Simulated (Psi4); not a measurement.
HgI (SMILES [I][Hg]), doublet, at a GFN2-xTB geometry (such geometries of metal compounds can be far from the true shape) (the spin is typed, not shown lowest) (core potentials on Hg, I). Base run: R2SCAN/def2-SVP run with Psi4.

The Psi4 input:
```
memory 2 GB

molecule mol {
0 2
Hg   -0.000000   -0.000000   -1.184662
I     0.000000    0.000000    1.788169
}

set {
  basis def2-svp
  reference uks
}

energy('r2scan')
print_variables()
```

Each row names what was changed in the base input (with any setting that the change needs).

```tsv
change	basis functions	E (Eh)	dipole (D)	core-seconds (rough)
base	58	-451.38702	2.48	10
basis = def2-SV(P)	51	-451.38673	2.48	7
basis = def2-SVPD	70	-451.39053	2.58	10
basis = def2-TZVP	93	-451.40311	2.41	10
basis = def2-TZVPD	105	-451.40333	2.43	20
basis = def2-TZVPP	109	-451.40338	2.41	20
basis = def2-QZVP	154	-451.40565	2.41	20
basis = def2-QZVPP	170	-451.40573	2.41	30
```

Totals compare only among sets that treat the same electrons; sets with core potentials leave the core out.

Open shells are given as the SCF converged; they aren't shown to be the lowest states, and a large step between rows can be another state.
